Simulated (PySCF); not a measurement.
Computed IR spectrum (relative IR intensity) of a molecule C₆H₁₀. Coordinates come from a PBE-D3(BJ)/def2-SVP optimisation. Other conformers were not sampled. Level of theory: PBE-D3(BJ)/def2-SVP run with PySCF. Frequencies are harmonic and unscaled.

```csv
ν (cm⁻¹),relative intensity
154,2.6
202,3.7
300,5.6
510,4.8
580,14
715,3.4
766,9.2
818,100
918,5.9
977,8.9
997,10.0
1030,7.6
1054,6.1
1186,5.6
1215,6.6
1266,44
1333,9.4
1341,3.0
1393,9.8
1397,13
1406,21
1420,10
1428,12
1441,11
2021,73
2952,57
2957,72
2972,62
3027,33
3030,11
3041,19
3061,57
3064,52
3085,22
3120,4.8
```

Question: Which molecule gave these data?
A) C=CCC(=C)C
B) C[C@H]1C=CCC1
C) CC=C=C(C)C
D) C=C=C(C)CC

Answer: D, C=C=C(C)CC
